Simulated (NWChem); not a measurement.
The numbers come from NWChem runs, not from measurements. System: H4Si2, charge 0, spin multiplicity 1, at a geometry optimised with PBE/def2-SVP. The structure started from a generated list of species. Level: B3LYP/3-21G, VWN1-RPA local correlation.

Input file:

```
start mol
memory heap 200 mb stack 900 mb global 1100 mb
geometry units angstroms nocenter noautoz noautosym
  Si    -0.113244     1.015678     0.844423
  H     -0.380260     1.874054    -0.416877
  Si     0.126183    -0.870634    -0.611560
  H      0.847144    -0.632545    -1.916346
  H     -1.328899    -1.152083    -0.949207
  H      0.680877    -2.120047     0.022349
end
basis spherical
  * library 3-21g
end
dft
  xc b3lyp
  semidirect memsize 60000000 filesize 0
  iterations 100
end
task dft energy
```

Output (cleaned and shortened):

```
             Northwest Computational Chemistry Package (NWChem) 7.3.0
             --------------------------------------------------------

                                NWChem Input Module
                                -------------------

 Scaling coordinates for geometry "geometry" by  1.889725989
 (inverse scale =  0.529177249)

                             Geometry "geometry" -> ""
                             -------------------------

 Output coordinates in angstroms (scale by  1.889725989 to convert to a.u.)

  No.       Tag          Charge          X              Y              Z
 ---- ---------------- ---------- -------------- -------------- --------------
    1 Si                  14.0000    -0.11324400     1.01567800     0.84442300
    2 H                    1.0000    -0.38026000     1.87405400    -0.41687700
    3 Si                  14.0000     0.12618300    -0.87063400    -0.61156000
    4 H                    1.0000     0.84714400    -0.63254500    -1.91634600
    5 H                    1.0000    -1.32889900    -1.15208300    -0.94920700
    6 H                    1.0000     0.68087700    -2.12004700     0.02234900

 Effective nuclear repulsion energy (a.u.)      73.3921052106

            Nuclear Dipole moment (a.u.)
            ----------------------------
        X                 Y               Z
 ---------------- ---------------- ----------------
     0.0000151178    -0.0000094486     0.0000018897


 Summary of "ao basis" -> "" (spherical)
 ------------------------------------------------------------------------------
       Tag                 Description            Shells   Functions and Types
 ---------------- ------------------------------  ------  ---------------------
 *                           3-21g                    on all atoms

                                 NWChem DFT Module
                                 -----------------

 Summary of "ao basis" -> "ao basis" (spherical)
 ------------------------------------------------------------------------------
       Tag                 Description            Shells   Functions and Types
[...]
 Vector   16  Occ=2.000000D+00  E=-2.381954D-01
              MO Center= -8.8D-02,  7.6D-01,  7.4D-01, r^2= 3.5D+00
   Bfn.  Coefficient  Atom+Function         Bfn.  Coefficient  Atom+Function
  ----- ------------  ---------------      ----- ------------  ---------------
    10      0.541943  1 Si s                  9      0.333379  1 Si pz
    13      0.253364  1 Si pz                25     -0.219547  3 Si s
    27     -0.220249  3 Si py                23     -0.181532  3 Si py
     6      0.176334  1 Si s                 30      0.168751  4 H  s
     2     -0.167533  1 Si s                 15     -0.167314  2 H  s

 Vector   17  Occ=0.000000D+00  E=-1.318483D-01
              MO Center= -1.1D-01,  9.1D-01,  7.4D-01, r^2= 2.9D+00
   Bfn.  Coefficient  Atom+Function         Bfn.  Coefficient  Atom+Function
  ----- ------------  ---------------      ----- ------------  ---------------
    11      0.607310  1 Si px                 7      0.435948  1 Si px
     3     -0.215363  1 Si px                32      0.213277  5 H  s
    30     -0.154986  4 H  s                 12      0.149427  1 Si py
     8      0.113996  1 Si py                26      0.084037  3 Si px
    31      0.074066  5 H  s                  4     -0.055763  1 Si py

 Vector   18  Occ=0.000000D+00  E= 1.354006D-02
              MO Center=  3.8D-02,  3.8D-01,  2.6D-01, r^2= 5.5D+00
   Bfn.  Coefficient  Atom+Function         Bfn.  Coefficient  Atom+Function
  ----- ------------  ---------------      ----- ------------  ---------------
    12      1.023636  1 Si py                25      0.931214  3 Si s
    27      0.819506  3 Si py                10     -0.622610  1 Si s
    28      0.519165  3 Si pz                13      0.360705  1 Si pz
    15     -0.334541  2 H  s                 11     -0.298001  1 Si px
    30     -0.283927  4 H  s                  8      0.278945  1 Si py

 Vector   19  Occ=0.000000D+00  E= 6.130859D-02
              MO Center= -3.0D-02,  5.6D-02, -2.1D-02, r^2= 5.0D+00
   Bfn.  Coefficient  Atom+Function         Bfn.  Coefficient  Atom+Function
  ----- ------------  ---------------      ----- ------------  ---------------
    15     -1.066525  2 H  s                 10      0.979900  1 Si s
    28     -0.982104  3 Si pz                13     -0.805617  1 Si pz
    34      0.637566  6 H  s                 30     -0.567848  4 H  s
    25     -0.478270  3 Si s                 32     -0.251043  5 H  s
     9     -0.201690  1 Si pz                 6      0.187257  1 Si s

 center of mass
 --------------
 x =   0.00565288 y =   0.06336481 z =   0.10173024

 moments of inertia (a.u.)
 ------------------
         338.658077647788          26.666884900175          17.975558191433
          26.666884900175         139.068553093804        -143.811435027919
          17.975558191433        -143.811435027919         227.584583763739

     Multipole analysis of the density
     ---------------------------------

     L   x y z        total         alpha         beta         nuclear
     -   - - -        -----         -----         ----         -------
     0   0 0 0     -0.000000    -16.000000    -16.000000     32.000000

     1   1 0 0      0.044187      0.022086      0.022086      0.000015
     1   0 1 0      0.154635      0.077322      0.077322     -0.000009
     1   0 0 1     -0.060503     -0.030252     -0.030252      0.000002

     2   2 0 0    -20.882107    -16.680177    -16.680177     12.478247
     2   1 1 0      0.769236      8.078967      8.078967    -15.388698
     2   1 0 1     -0.067551      4.621826      4.621826     -9.311202
     2   0 2 0    -24.173090    -74.202640    -74.202640    124.232189
     2   0 1 1     -0.765307    -37.769205    -37.769205     74.773103
     2   0 0 2    -25.545986    -48.423720    -48.423720     71.301454

 Task  times  cpu:        1.5s     wall:        1.5s

 Total times  cpu:        1.6s     wall:        1.6s
```
